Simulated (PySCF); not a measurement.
C₆ coefficients of unlike pairs at PBE0

Calculated with PySCF 2.14 from the dipole response of each species, C₆(A,B) = (3/π) ∫ α_A(iu) α_B(iu) du, in atomic units, from isotropic polarisabilities. For ions this is the dispersion term alone; charge-induced terms of lower order in 1/R come first.

| species | configuration | basis | relativity | α (bohr³) | C₆ (like pair) |
| --- | --- | --- | --- | --- | --- |
| Cu | [Ar] 3d10 4s1 (2S) | aug-cc-pwCVTZ-DK (10s9p7d4f3g) | spin-free X2C | 44.69 | 273.0 |
| Mo⁺ | [Kr] 4d5 (6S) | aug-cc-pVTZ-PP with one added diffuse shell each of s, p, d, f, g type with ECP28MDF (7s7p6d4f3g) | core potential | 20.76 | 134.7 |
| N²⁺ | [He] 2s2 2p1 (2P) | aug-cc-pwCVTZ (7s6p4d2f) | none | 2.599 | 3.689 |
| Br | [Ar] 3d10 4s2 4p5 (2P) | aug-cc-pVQZ-PP with one added diffuse shell each of s, p, d, f, g type with ECP10MDF (8s7p6d4f3g) | core potential | 21.61 | 173.9 |

Estimate C₆ for Br with N²⁺.

The integral gives 24.85. The combination rule 2 C_A C_B / (C_A α_B/α_A + C_B α_A/α_B) gives 24.87 and the geometric mean 25.33.

No spin-orbit coupling is included.

The other pairs:

```json
{"pair": "N²⁺, Cu", "C₆": "27.10"}
{"pair": "Br, Cu", "C₆": "200.0"}
{"pair": "Br, Mo⁺", "C₆": "152.4"}
{"pair": "N²⁺, Mo⁺", "C₆": "21.93"}
{"pair": "Mo⁺, Cu", "C₆": "178.7"}
```
